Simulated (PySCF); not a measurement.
Geometry:
| atom | x (Å) | y (Å) | z (Å) |
| --- | --- | --- | --- |
| F1 | -1.162 | 0.365 | 1.515 |
| C2 | -1.155 | 0.328 | 0.130 |
| C3 | -0.576 | -1.010 | -0.316 |
| N4 | 0.864 | -0.910 | -0.215 |
| Si5 | 1.473 | 0.710 | -0.132 |
| C6 | -0.253 | 1.455 | -0.360 |
| H7 | -2.201 | 0.438 | -0.204 |
| H8 | -0.990 | -1.794 | 0.342 |
| H9 | -0.928 | -1.229 | -1.345 |
| H10 | 1.389 | -1.773 | -0.233 |
| H11 | 2.421 | 1.075 | -1.234 |
| H12 | 2.151 | 1.069 | 1.154 |
| H13 | -0.424 | 1.641 | -1.433 |
| H14 | -0.470 | 2.383 | 0.186 |

Geometry: PBE0-D3(BJ)/def2-SVP; GIAO shifts from PySCF, gas phase, non-relativistic, averaged over equivalent atoms.

At LDA/pcSseg-1 (149 basis functions, 24 s wall time on 1 thread of an Arm Neoverse N1, shared host):
```csv
atoms,δ (ppm)
F1,-208.4
C2,100.7
C3,59.0
C6,19.9
N4,23.0
Si5,-22.2
H12,5.52
H7,5.40
H11,5.36
H8,3.71
H9,3.36
H14,1.50
H13,1.20
H10,-0.24
```

Scale: 19F (σ = 139.25 ppm) vs CFCl3; 13C (σ = 180.72 ppm) and 29Si (σ = 318.36 ppm) and 1H (σ = 30.83 ppm) against TMS; 15N (σ = 271.91 ppm) against NH3 (reference shieldings calculated alike).

**Question.** What do these become at HF/pcSseg-1?

**Answer.** 
| atoms | δ at HF/pcSseg-1 | change |
| --- | --- | --- |
| F1 | -159.5 | +48.9 |
| C2 | 82.9 | -17.8 |
| C3 | 47.7 | -11.3 |
| C6 | 13.9 | -6.0 |
| N4 | 0.5 | -22.5 |
| Si5 | -25.1 | -2.9 |
| H12 | 4.47 | -1.05 |
| H7 | 4.60 | -0.80 |
| H11 | 4.40 | -0.96 |
| H8 | 3.28 | -0.43 |
| H9 | 2.64 | -0.72 |
| H14 | 1.21 | -0.29 |
| H13 | 0.61 | -0.59 |
| H10 | -0.12 | +0.12 |

References, each an isolated molecule treated in the same way: CFCl3 for 19F (246.35 ppm); TMS for 13C (190.85 ppm) and 29Si (393.43 ppm) and 1H (31.69 ppm); NH3 for 15N (265.72 ppm).

The largest change is at F1 (fluorine on an sp3 carbon). Cost: 149 basis functions, 11 s wall time on 1 thread of an Arm Neoverse N1, shared host. The order of the carbon signals is the same at both levels.

Unscaled 19F shifts against computed CFCl3 carry errors that often reach 10 to 50 ppm. Experimental scales use liquid or dissolved standards, which lie at an offset from isolated NH3 (liquid NH3: subtract about 20 ppm).
